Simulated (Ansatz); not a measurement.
Geometry optimisation, Ansatz, RKS PBE0/def2-SVP.

Input:

```yaml
crystal:
  periodic: [false, false, false]
  atoms:
    - { symbol: Al, position_ang: [0.283924, -0.259437, -0.010432] }
    - { symbol: H, position_ang: [0.444385, 0.013659, 1.529124] }
    - { symbol: H, position_ang: [1.460864, -0.130662, -1.053591] }
    - { symbol: O, position_ang: [-1.217459, -0.881998, -0.519944] }
    - { symbol: Si, position_ang: [-2.740249, -1.415588, -0.842897] }
    - { symbol: H, position_ang: [-3.077942, -2.587169, 0.023536] }
    - { symbol: H, position_ang: [-3.733617, -0.328195, -0.57628] }
    - { symbol: H, position_ang: [-2.864977, -1.829495, -2.273701] }
    - { symbol: O, position_ang: [-0.480995, 2.438168, 0.946245] }
    - { symbol: H, position_ang: [-1.438862, 2.455694, 1.063707] }
    - { symbol: H, position_ang: [-0.178873, 1.772124, 1.608534] }
basis:
  gaussian: { orbitals: def2-SVP }
hamiltonian:
  xc: pbe0
relax:
  f_tol: 0.03
  max_steps: 50
output:
  orbitals: {}
```

Run as:

```bash
$ ansatz run input.yaml --threads 2 --pin off --max-ram 3072MiB --backend cpu --events-out ev --progress --plain --runs-dir out
```

Question: Where does it end, and by what steps?

Answer: The run converged. After 15 steps the energy has fallen by 0.803 eV; H10 moved furthest, 0.89 Å. Joined: Al1–O9 (2.96 → 2.01 Å).

```json
{"step": "0", "energy less start (eV)": "0.0000", "largest force component (eV/Å)": "0.956", "accepted": "yes"}
{"step": "1", "energy less start (eV)": "-0.1102", "largest force component (eV/Å)": "1.754", "accepted": "yes"}
{"step": "2", "energy less start (eV)": "-0.3182", "largest force component (eV/Å)": "2.233", "accepted": "yes"}
{"step": "3", "energy less start (eV)": "-0.5803", "largest force component (eV/Å)": "0.924", "accepted": "yes"}
{"step": "4", "energy less start (eV)": "-0.6746", "largest force component (eV/Å)": "0.688", "accepted": "yes"}
{"step": "5", "energy less start (eV)": "-0.7396", "largest force component (eV/Å)": "0.343", "accepted": "yes"}
{"step": "6", "energy less start (eV)": "-0.7395", "largest force component (eV/Å)": "0.850", "accepted": "no"}
{"step": "7", "energy less start (eV)": "-0.7654", "largest force component (eV/Å)": "0.108", "accepted": "yes"}
{"step": "8", "energy less start (eV)": "-0.7765", "largest force component (eV/Å)": "0.160", "accepted": "yes"}
{"step": "9", "energy less start (eV)": "-0.7879", "largest force component (eV/Å)": "0.330", "accepted": "yes"}
{"step": "10", "energy less start (eV)": "-0.7974", "largest force component (eV/Å)": "0.166", "accepted": "yes"}
{"step": "11", "energy less start (eV)": "-0.7987", "largest force component (eV/Å)": "0.243", "accepted": "yes"}
{"step": "12", "energy less start (eV)": "-0.7991", "largest force component (eV/Å)": "0.212", "accepted": "yes"}
{"step": "13", "energy less start (eV)": "-0.7974", "largest force component (eV/Å)": "0.309", "accepted": "no"}
{"step": "14", "energy less start (eV)": "-0.8023", "largest force component (eV/Å)": "0.061", "accepted": "yes"}
{"step": "15", "energy less start (eV)": "-0.8029", "largest force component (eV/Å)": "0.019", "accepted": "yes"}
```

```xyz
11
Properties=species:S:1:pos:R:3
Al 0.189 -0.009 0.205
H 0.727 -0.500 1.627
H 1.146 0.114 -1.058
O -1.503 -0.328 -0.130
Si -2.733 -1.225 -0.749
H -2.935 -2.490 0.026
H -4.005 -0.437 -0.684
H -2.489 -1.592 -2.180
O -0.372 1.860 0.682
H -1.329 1.734 0.551
H -0.240 2.118 1.604
```

Whether the end is a true minimum wasn't checked by a vibrational analysis.

The run took 35 s on 2 threads of Arm Neoverse V2, with other jobs on the host, peak memory 0.2 GiB.
